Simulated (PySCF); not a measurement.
## Two-component Hartree-Fock for Ir²⁺ (iridium, charge +2)

Start: [Xe] 4f14 5d7; 5d3/2 filled at m_j = -3/2, -1/2, +1/2, +3/2; 5d5/2 filled at m_j = +1/2, +3/2, +5/2. Calculated with PySCF 2.14 in x2c-SVPall-2c: generalised Hartree-Fock with the X2C-1e Hamiltonian and a Gaussian nucleus; one run each with spin-orbit coupling (SO) switched off, then screened by Boettger's factors.

```
spinor shell  electrons  ε, spin-free (eV)  ε, screened SO (eV)  weight of nominal j (screened SO)  rms radius, screened SO (bohr)
       1s1/2          2           -76547.7             -76521.0                              1.000                          0.0197
       2s1/2          2           -13553.6             -13545.2                              1.000                          0.0795
       2p1/2          2           -11786.1             -12954.5                              1.000                          0.0675
       2p3/2          4           -11786.1             -11320.9                              1.000                          0.0752
       3s1/2          2            -3249.9              -3247.0                              1.000                           0.203
       3p1/2          2            -2724.5              -2983.0                              1.000                           0.195
       3p3/2          4            -2724.5              -2619.4                              1.000                           0.210
       3d3/2          4            -2137.7              -2182.1                              1.000                           0.186
       3d5/2          6            -2137.7              -2105.1                              1.000                           0.189
       4s1/2          2            -742.29              -741.32                              1.000                           0.450
       4p1/2          2            -566.97              -628.63                              1.000                           0.456
       4p3/2          4            -566.97              -541.55                              1.000                           0.489
       4d3/2          4            -346.95              -356.21                              1.000                           0.508
       4d5/2          6            -346.95              -339.66                              1.000                           0.519
       5s1/2          2            -133.01              -132.78                              1.000                            1.05
       4f5/2          6            -100.20              -101.56                              0.996                           0.586
       4f7/2          8            -100.20              -98.282                              0.997                           0.587
       5p1/2          2            -84.919              -95.768                              0.984                            1.19
       5p3/2          4            -84.919              -80.088                              0.992                            1.23
       5d3/2          4            -30.677              -31.603                              0.752                            1.71
       5d5/2          3            -30.677              -29.546                              0.732                            1.77
```

```
   quantity     spin-free   screened SO
E (hartree)  -17812.49770  -17837.03815
        M_J           9/2           9/2
       ⟨J²⟩        24.764        24.764
       ⟨L²⟩        12.011        13.181
       ⟨S²⟩         3.752         3.517
```

Each row is a mean over spinors that exchange with the open shell spreads, by up to 7.317 eV (5p3/2).

Rows whose weight is well below 1 are mixtures of j = l ± 1/2: exchange outweighs spin-orbit coupling there, and the label is only the starting occupation.

Breit and QED terms are absent; they matter most for the inner s and p1/2 levels.

Densities and radii are taken from the X2C orbitals without a picture-change correction, which distorts them close to the nucleus.

Without spin-orbit coupling the j labels of p, d and f shells carry no meaning; the spin-free column gives the mean over the occupied spinors of each nl shell.
